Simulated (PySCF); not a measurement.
# Adding and removing an electron: TlSn

UHF-CCSD(T); Tl def2-SVP with ECP60, Sn def2-SVP with ECP28; scalar-relativistic core potentials (PySCF 2.14). Neutral (UHF): quartet (σ ↑, π ↑↑), Re = 2.936 Å, ωe = 125 cm⁻¹, De = 1.72 eV.

TlSn⁺ (UHF): triplet (σ ↑, π ↑), Re = 3.422 Å, ωe = 66.3 cm⁻¹. The energies at the minima are -385.05205 hartree for TlSn and -384.81964 for TlSn⁺.

**Question.** Work out the adiabatic ionisation energy, without and with harmonic zero-point energies (1 hartree = 27.2114 eV, 1 eV = 8065.5 cm⁻¹), and the change of the bond length.

**Answer.** At UHF-CCSD(T): 0.23241 hartree = 6.324 eV between the minima; the zero-point term (66.3 − 125.0)/2 cm⁻¹ = -0.004 eV makes it 6.321 eV. Re changes by +48.6 pm against the neutral. The electron leaves a π orbital, and the ion is left as a loose complex of an ion and an atom.

Correlated steps freeze 8 core orbitals. Correlated levels converge slowly with the basis: in double zeta they bind strong bonds too weakly, by up to about 1 eV, and carry superposition errors of some tenths. Spin–orbit coupling is left out, which matters for elements this heavy, above all for dissociation energies. States were picked by a PBE0 search and need not be the measured ground states.
